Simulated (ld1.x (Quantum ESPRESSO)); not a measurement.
## germanium, TM: configuration errors across variants

```
Element                 : germanium
Generator               : ld1.x (Quantum ESPRESSO) 7.5
Type                    : norm-conserving Troullier–Martins (Kleinman–Bylander form)
Functional              : PBE
Relativity              : fully relativistic
Frozen core             : [Ar] 3d10
Valence charge          : 4
Reference configuration : 4s2 4p0 (charge +2)
Partial waves           : 4s (bound): rc 1.50 bohr; 4p (bound, empty): rc 1.45 bohr
Local potential         : all-electron potential smoothed inside 1.20 bohr (lloc = -2)
Core correction         : a·sin(br)/r model core inside 0.85 bohr
```

Open shells are filled in proportion to 2j + 1 (rel_dist='average').

All-electron excitation energies from the reference (eV): (1) 4s2 4p2 -22.888; (2) 4s2 4p1 -15.442; (3) 4s1 4p0 34.791; (4) 4s1 4p2 -6.729; (5) 4s2 4p1.5 -20.085; (6) 4s2 4p2.3 -23.772; (7) 4s1 4p3 -14.919.

4 further variants failed, have other tests or another functional or relativity, and are left out.

A true bound ghost makes a file unfit for plane-wave use even where its test errors are small: the radial tests pick states by their node count and pass the ghost by.

Errors AE − PS in meV (a dash: test not solved or not reliable):

```csv
change,(1),(2),(3),(4),(5),(6),(7),bound ghosts
base,-24,-13,-83,-2.5,-20,-24,-5.5,none
local potential all-electron potential smoothed inside 0.62 bohr (lloc = -2),-69,-24,-91,-7.4,-47,-79,-37,"s, p3/2, p1/2, d"
wave 4p (bound): rc 1.45 bohr becomes 4p (bound): rc 1.94 bohr,-25,-13,-83,-5.9,-20,-26,-11,none
local potential the p channel,-41,-22,-94,-13,-34,-43,-21,s
core correction a·sin(br)/r model core inside 0.86 bohr,-24,-13,-83,-2.4,-20,-24,-5.5,none
```

Problem. Give the same row for: wave 4s (bound): rc 1.50 bohr becomes 4s (bound): rc 1.64 bohr.

Solution. -24, -13, -83, -2.3, -21, -25, -5.5; bound ghosts: none.
